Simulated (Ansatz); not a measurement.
A CCSD(T) single point on `O[SiH2][SiH](O)S`.

```yaml
crystal:
  periodic: [false, false, false]
  atoms:
    - {symbol: O, position_ang: [-0.558446, 1.746834, 1.147970]}
    - {symbol: Si, position_ang: [0.804502, 0.826525, 0.960328]}
    - {symbol: Si, position_ang: [0.307332, -0.822131, -0.630373]}
    - {symbol: O, position_ang: [-0.402328, 0.071336, -1.830130]}
    - {symbol: S, position_ang: [-0.995078, -2.329615, 0.149920]}
    - {symbol: H, position_ang: [-0.963052, 2.060552, 0.336241]}
    - {symbol: H, position_ang: [1.103674, 0.243949, 2.290647]}
    - {symbol: H, position_ang: [1.971539, 1.645130, 0.519859]}
    - {symbol: H, position_ang: [1.446221, -1.632023, -1.144054]}
    - {symbol: H, position_ang: [-0.831385, -0.407381, -2.542940]}
    - {symbol: H, position_ang: [-1.817576, -1.460074, 0.763232]}
basis:
  gaussian: {orbitals: def2-TZVPP}
correlation: {method: ccsd_t}
```

```sh
$ ansatz run in.yaml --threads 4 --pin off --events-out ev --progress --plain --max-ram 10444MiB
```

Output of Ansatz, abridged:

```
Functional definition: HF
1592 factors; integrals over basis functions are off by at most 1.1e-3 eV
mean field evaluation 1: about -30712.0661 eV, gradient 5.0e1 eV
mean field evaluation 2: about -30712.4191 eV, gradient 5.0e1 eV
mean field evaluation 4: about -30717.4679 eV, gradient 3.9e0 eV
mean field evaluation 8: about -30717.5573 eV, gradient 2.8e-1 eV
mean field -30717.55773417 eV, -1128.8494256224 hartree, gradient 7.3e-6 eV, S^2 0.000000; 0 other end points of the search recorded, 0 dependent functions left out
17 core orbitals not correlated: weight in the atoms' cores, before any rotation towards them, 1.000 or more for the frozen orbitals, at most 0.000 for the correlated occupied ones
reference -30717.55773417 eV, -1128.8494256224 hartree; 16, 16 occupied and 239, 239 virtual orbitals, 1592 factors
second order -24.56513796 eV of doubles, -0.00000000 eV of singles
cycle   1  -25.19545001 eV  change   -6.3e-1 eV  update   1.1e-1
cycle   2  -25.81637764 eV  change   -6.2e-1 eV  update   3.3e-2
cycle   3  -25.95166786 eV  change   -1.4e-1 eV  update   1.7e-2
cycle   4  -25.93754976 eV  change    1.4e-2 eV  update   3.7e-3
cycle   5  -25.93580275 eV  change    1.7e-3 eV  update   1.7e-3
cycle   6  -25.93629215 eV  change   -4.9e-4 eV  update   5.0e-4
cycle   7  -25.93595718 eV  change    3.3e-4 eV  update   2.0e-4
cycle   8  -25.93589714 eV  change    6.0e-5 eV  update   6.5e-5
cycle   9  -25.93592874 eV  change   -3.2e-5 eV  update   2.6e-5
perturbative correction -0.99110762 eV, -0.0364225331 hartree
Total energy: -30744.48477053 eV, -1129.8389759567 hartree
```

Hardware: 4 threads of an Arm Neoverse V1 on a shared host. Wall time 3.7 min, peak host memory 6.7 GiB.

MP2 recovers 91.2 % of the CCSD(T) correlation energy and the triples give 3.7 %; T1 = 0.0123.
